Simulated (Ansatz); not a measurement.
C2H4BFO, SMILES `OC1(F)BC1`, relaxed with RKS PBE-D4/def2-SVP in the Gaussian-basis code of Ansatz from a rough embedded geometry. The force threshold is 0.03 eV/Å; the program also tests the step.

Total charge 0; spin multiplicity 1.

Start:

```xyz
9

O     0.189    0.141    1.630
C    -0.017   -0.425    0.391
F    -0.001   -1.791    0.295
B    -1.178    0.311   -0.501
C     0.463    0.341   -0.787
H     1.160   -0.224    1.889
H    -2.262    0.671   -0.695
H     0.699   -0.295   -1.698
H     0.946    1.273   -0.524
```

Task: By how much does the energy fall, and how many steps does the optimiser take? (Best estimate.)

Result: Ansatz gave: 62.51 kJ/mol, in 7 steps, 1 of them rejected.

Task: Which bonds change most? (Estimate.)

Result: The calculation gave: B4–C5 from 1.666 to 1.555 Å; C2–B4 from 1.639 to 1.550 Å; O1–H6 from 1.070 to 0.981 Å; B4–H7 from 1.158 to 1.205 Å.

Task: Give the relaxed structure. (An estimate is asked.)

Result: Computed: 
```xyz
9

O     0.197   -0.015    1.697
C    -0.108   -0.453    0.432
F    -0.033   -1.835    0.292
B    -1.120    0.336   -0.435
C     0.398    0.344   -0.772
H     1.172   -0.047    1.799
H    -2.237    0.651   -0.759
H     0.703   -0.212   -1.680
H     1.029    1.230   -0.574
```
